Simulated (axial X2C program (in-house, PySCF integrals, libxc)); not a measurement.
# Ω levels of YbCl⁺ from open-shell CI on f12 s1 d(πδ)1

Computed with an axial X2C code built on PySCF integrals: two-component X2C with atomic mean-field Coulomb and Gaunt terms, basis Yb dyall-v3z, Cl dyall-v3z (cores contracted in-house). Orbitals come from Hartree–Fock averaged over the configuration Yb f12 s1 d(πδ)1; CI then distributes these electrons over the f, s, d(πδ) shells of Yb, the count in the first shell held.

R = 2.298 Å (near the minimum of the configuration average).

Active spinors (ω > 0):

```csv
shell,ω,ε (eV),character
f,5/2,-34.50,100% Yb f
f,3/2,-34.41,100% Yb f
f,1/2,-34.27,99% Yb f
f,7/2,-33.03,100% Yb f
f,5/2,-32.97,100% Yb f
f,3/2,-32.87,100% Yb f
f,1/2,-32.79,99% Yb f
s,1/2,-9.42,"68% Yb s, 26% Yb d, 4% Yb p"
d(πδ),3/2,-5.26,99% Yb d
d(πδ),5/2,-5.04,100% Yb d
d(πδ),1/2,-4.94,"86% Yb d, 6% Yb p, 4% Cl p"
d(πδ),3/2,-4.73,"88% Yb d, 4% Yb p, 4% Cl p"
```

Lowest levels of this model:

```
Ω  energy (cm⁻¹)     g∥       configuration
4              0  11.53   99% f12 s1 d(πδ)1
5            194  13.96  100% f12 s1 d(πδ)1
3            209   8.91   99% f12 s1 d(πδ)1
2            665   6.20   98% f12 s1 d(πδ)1
1           1259   3.49   98% f12 s1 d(πδ)1
0           1754   0.00   97% f12 s1 d(πδ)1
0           2152   0.00  100% f12 s1 d(πδ)1
6           2431  12.28   99% f12 s1 d(πδ)1
5           2459   9.74   99% f12 s1 d(πδ)1
7           2523  14.74  100% f12 s1 d(πδ)1
1           2561   1.31   98% f12 s1 d(πδ)1
4           2594   7.34   99% f12 s1 d(πδ)1
3           2758   5.29   98% f12 s1 d(πδ)1
2           2817   3.27   98% f12 s1 d(πδ)1
8           2823  18.17  100% f12 s1 d(πδ)1
7           2952  15.20  100% f12 s1 d(πδ)1
4           3006  10.07   99% f12 s1 d(πδ)1
3           3122   7.56   99% f12 s1 d(πδ)1
6           3248  12.96   99% f12 s1 d(πδ)1
9           3294  21.99  100% f12 s1 d(πδ)1
8           3385  19.57  100% f12 s1 d(πδ)1
2           3389   5.22   98% f12 s1 d(πδ)1
5           3612  10.72   99% f12 s1 d(πδ)1
1           3681   2.96   97% f12 s1 d(πδ)1
7           3788  17.22  100% f12 s1 d(πδ)1
0           3866   0.00   96% f12 s1 d(πδ)1
4           4016   8.49   98% f12 s1 d(πδ)1
0           4170   0.00   98% f12 s1 d(πδ)1
1           4248   1.59   98% f12 s1 d(πδ)1
3           4312   6.30   98% f12 s1 d(πδ)1
```

g∥ is the magnitude of 2⟨Lz + ge Sz⟩ for the +Ω component.

**Question.** From Ω and g∥ of the lowest level, whose 2⟨Lz + ge Sz⟩ is positive, find ⟨Sz⟩ and ⟨Lz⟩ (ge = 2.0023).

**Answer.** Ω = ⟨Lz⟩ + ⟨Sz⟩ = 4 and ⟨Lz⟩ + ge⟨Sz⟩ = 5.765, so ⟨Sz⟩ = 1.76 and ⟨Lz⟩ = 2.24.

Occupations of the active spinors in the lowest level by ω, shell by shell in order of energy: -7/2: 0.11; -5/2: 0.96 0.84 0.03; -3/2: 0.97 0.17 0.86 0.01; -1/2: 1.00 0.98 0.04 0.09; 1/2: 1.00 0.99 0.95 0.00; 3/2: 1.00 1.00 0.00 0.00; 5/2: 1.00 1.00 0.01; 7/2: 1.00. The leading determinant has weight 0.76 among 255.

This point took 2.9 s on 1 thread of Arm Neoverse V2 (shared host).

There is no dynamic correlation: spin–orbit spacings and, for f shells, spacings inside one term are the most reliable numbers, splittings between terms come out too wide, and energies between configurations are not reliable, so the lowest level need not be the ground state of the molecule. With the count in the first shell held, other counts are excluded: this configuration can lie several eV above the ground configuration of the molecule. At most 4 roots were kept for each Ω > 0 (twice that for Ω = 0) within 2.2 eV of the lowest, so higher up levels can be missing between those listed; levels with Ω > 0 are doubly degenerate and listed once, Ω = 0 levels singly.
